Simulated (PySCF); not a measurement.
# TDDFT excited states: C6H10S

Compound: C₆H₁₀S.
SMILES: `CC(=S)C=C(C)C`

Theory: PySCF 2.14.0, density-fitted response routines, TDDFT PBE0/def2-SVPD, vertical, gas phase, core orbitals frozen in the response. Isolated species at its GFN2-xTB geometry (one conformer only). Torsions of this conformer, `[CH3:1][C:2](=[S:3])[CH:4]=[C:5]([CH3:6])[CH3:7]`: C1–C2–C4–C5 -179°.

```json
{"state": "S1", "E (eV)": "2.13", "λ (nm)": "581.5", "ν̃ (cm⁻¹)": "17200", "f": "0.0002", "main configurations (H = HOMO, L = LUMO)": "H→L (99%)"}
{"state": "S2", "E (eV)": "4.43", "λ (nm)": "280.0", "ν̃ (cm⁻¹)": "35720", "f": "0.327", "main configurations (H = HOMO, L = LUMO)": "H-1→L (96%)"}
{"state": "S3", "E (eV)": "5.35", "λ (nm)": "231.6", "ν̃ (cm⁻¹)": "43180", "f": "0.0000", "main configurations (H = HOMO, L = LUMO)": "H→L+2 (98%)"}
{"state": "S4", "E (eV)": "5.47", "λ (nm)": "226.5", "ν̃ (cm⁻¹)": "44150", "f": "0.043", "main configurations (H = HOMO, L = LUMO)": "H→L+1 (92%)"}
{"state": "S5", "E (eV)": "5.86", "λ (nm)": "211.7", "ν̃ (cm⁻¹)": "47240", "f": "0.068", "main configurations (H = HOMO, L = LUMO)": "H-2→L (83%), H-1→L+2 (11%)"}
{"state": "S6", "E (eV)": "5.92", "λ (nm)": "209.4", "ν̃ (cm⁻¹)": "47750", "f": "0.0018", "main configurations (H = HOMO, L = LUMO)": "H-3→L (98%)"}
```

Triplets (Tamm–Dancoff): T1 1.73 eV, H→L (98%); T2 2.45 eV, H-1→L (97%).

The lowest singlet lies at 2.13 eV (582 nm, visible) and is dark (f under 0.0005); its leading configuration is HOMO→LUMO (99%). The strongest level in the table is S2 at 4.43 eV (280 nm, f = 0.327). Löwdin shares by element: HOMO sulfur 72%, carbon 19% or more; LUMO carbon 52% or more, sulfur 30% (atoms not listed hold the other 18%). Weighted by f, the mean energy of these states is 4.76 eV. Orbital energies (eV): HOMO-3 -9.70, HOMO-2 -8.87, HOMO-1 -6.97, HOMO -5.90, LUMO -2.19, LUMO+1 0.50, LUMO+2 0.73. Of the 6 states listed, 3 reach f = 0.01 and 2 stay under 0.0005. S1 lies in the visible range (380 to 750 nm), at 582 nm, dark in the vertical dipole picture (f under 0.0005); light of that wavelength is yellow-green to yellow, and its complementary colour is violet to blue; a Tamm–Dancoff triplet lies at 716 nm, without intensity as long as spin–orbit coupling is left out. Singlets were solved by full linear response, triplets in the Tamm–Dancoff approximation.
